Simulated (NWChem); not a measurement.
silene (CH4Si); SMILES C=[SiH2]

All runs: NWChem. Structure relaxed at the PBE0/def2-SVP level. Ions are spin-unrestricted doublets at the neutral geometry; other ion states weren't tried.

```csv
level,basis functions,"vertical ionisation energy, ΔSCF (eV)",−ε(HOMO) (eV),ΔSCF minus −ε(HOMO) (eV)
PBE0/STO-3G,18,___,___,___
PBE0/def2-SVP,52,8.76,6.56,2.20
PBE0/def2-SVPD,76,8.76,6.61,2.15
PBE0/def2-TZVP,92,8.72,6.60,2.12
PBE0/def2-TZVPD,116,8.73,6.61,2.12
PBE0/def2-TZVPP,129,8.73,6.61,2.12
```

Q: Complete the blanks.

A: 
- PBE0/STO-3G, vertical ionisation energy, ΔSCF (eV): 6.45
- PBE0/STO-3G, −ε(HOMO) (eV): 3.60
- PBE0/STO-3G, ΔSCF minus −ε(HOMO) (eV): 2.85
